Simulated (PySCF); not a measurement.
## Te: electron affinity

Te- [Kr] 4d10 5s2 5p5 (2P) → Te [Kr] 4d10 5s2 5p4 (3P), as a difference of total energies. Calculation: PySCF 2.14, in aug-cc-pVQZ-PP with ECP28MDF; scalar relativity through the core potential. Correlated levels: valence: 4s2 4p6 4d10 frozen. The calculations carry no spin-orbit coupling.

```tsv
method	electron affinity (eV)
UHF	1.057
MP2 (valence)	1.937
SCS-MP2 (valence)	1.952
CCSD (valence)	1.939
CCSD(T) (valence)	2.011
```

How much does correlation contribute at CCSD(T) (valence)?

2.011 − (1.057) = 0.954 eV, measured against UHF.

The reference lies between the lowest fine-structure levels, while these numbers refer to the centres of the terms.

Errors of the correlated levels include the incompleteness of this basis and the frozen core.

For comparison: 1.971 eV (measured; photodetachment measurements, as compiled on the Wikipedia data page of electron affinities).
